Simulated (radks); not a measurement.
Neutral scandium inside a hard spherical wall (all orbitals vanish at R), configuration held at [Ar] 3d1 4s2 and not refilled when levels cross. Calculated with a radial shooting solver on a logarithmic mesh with Libxc functionals: non-relativistic Kohn-Sham, r2SCAN, spin-unpolarised, spherical densities, point nucleus; meta-GGA in the generalised Kohn-Sham scheme. Eigenvalues in eV, with the zero of energy where the potential of the charges vanishes at infinity; a dash marks a level that is unbound or too diffuse for the functional's potential to be trusted. A positive occupied level is held by the wall or, in an anion where self-interaction has pushed it up, behind a barrier. The pressure on the wall is -dE/dV.

| R (bohr) | E (hartree) | kinetic (hartree) | e(3s) | e(3p) | e(4s) | e(3d) | e(4p, empty) | e(5s, empty) | pressure (GPa) |
|---|---|---|---|---|---|---|---|---|---|
| free | -760.54948 | 759.831 | -56.539 | -34.734 | -4.271 | -3.140 | -1.347 | - | 0 |
| 20 | -760.54948 | 759.831 | -56.539 | -34.734 | -4.271 | -3.140 | -1.347 | - | < 0.0001 |
| 12 | -760.54932 | 759.833 | -56.522 | -34.717 | -4.259 | -3.124 | -1.314 | 2.326 | 0.00281 |
| 7 | -760.51946 | 760.008 | -55.425 | -33.633 | -3.335 | -2.151 | 0.221 | 10.064 | 1.44 |
| 6 | -760.46790 | 760.232 | -54.335 | -32.563 | -2.190 | -1.178 | 1.913 | 16.438 | 5.30 |
| 4 | -759.89304 | 762.123 | -48.752 | -27.158 | 7.444 | 4.328 | 14.598 | 55.658 | 109 |
| 3 | -758.25393 | 767.200 | -40.783 | -19.261 | 30.285 | 13.677 | 41.289 | 125.57 | 843 |
| 1.5 | -724.07311 | 856.053 | 48.280 | 75.169 | 341.42 | 112.71 | 349.84 | 796.67 | 92500 |
